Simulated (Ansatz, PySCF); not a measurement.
System: sum formula B2BiO, charge -1, multiplicity 1. It need not be the lowest isomer of its formula. 
Structure (B3LYP-D3(BJ)/def2-TZVP (Ansatz, a program for electronic structure) minimum search):
```xyz
4

Bi     0.0000     0.0000    -0.6689
B      0.0000     0.0000     1.3746
B      0.0000     0.0000     2.9897
O      0.0000     0.0000     4.2125
```
Charge -1, spin multiplicity 1.

Total electronic energies in hartree. Cores are frozen in the correlated levels unless marked. Spin-orbit coupling is left out. The frozen core is the preceding noble-gas configuration, with the filled d and f shells of earlier blocks. Past Kr the def2 sets carry scalar-relativistic core potentials. CBS marks a two-point X^-3 extrapolation of the correlation energy; Hartree-Fock from the larger set. The bracket is a focal-point correction in the basis named.

The Hartree-Fock reference is unstable (checked in the largest basis), which strains HF and MP2. The T1 diagnostic of CCSD in the largest basis is 0.027, which is high, so the coupled-cluster rows are less sure than usual.

```tsv
level	program	energy (Eh)
HF/def2-SVPD	Ansatz	-337.74599
HF/def2-QZVPP	Ansatz	-337.90199
BLYP/def2-TZVPD	Ansatz	-339.65308
M06-L/def2-TZVPD	PySCF	-339.80541
r2SCAN/def2-TZVPD	Ansatz	-339.73126
PBE0-D3(BJ)/def2-TZVPD	Ansatz + dftd3	-339.55043
B2PLYP-D3(BJ)/def2-TZVPD	Ansatz + dftd3	-339.28943
RI-MP2/CBS(def2-TZVPPD,def2-QZVPPD)	Ansatz	-338.5072
RI-MP2/CBS(def2-TZVPPD,def2-QZVPPD)+[CCSD(T)-MP2]/def2-TZVPPD	Ansatz	-338.5431
```

Totals of different functionals don't rank their quality; only differences between species are comparable.
